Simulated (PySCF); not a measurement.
Ti(F)3(Cl)(NH3) (ClF3H3NTi), SMILES [NH3]->[Ti]([F])([F])([F])[Cl], multiplicity 1. Geometry optimised at B3LYP-D3(BJ)/def2-SVP. The multiplicity is an assumed one; other spin states were not compared.

Question: Give the equilibrium geometry at B3LYP-D3(BJ)/def2-SVP (PySCF confirms it by a frequency run) as a Z-matrix, and its point group. (The exact figures need the calculation; the answer reports its results.)

Answer: point group Cs.
```
Ti
F 1 1.7457
F 1 1.7525 2 98.69
F 1 1.7525 2 98.69 3 -119.39
Cl 1 2.2366 2 98.94 3 120.31
N 1 2.3172 3 80.65 2 178.85
H 6 1.0216 1 111.21 3 60.34
H 6 1.0216 7 107.33 3 -156.13
H 6 1.0224 7 107.76 8 -115.82
```
Charge 0, spin multiplicity 1.
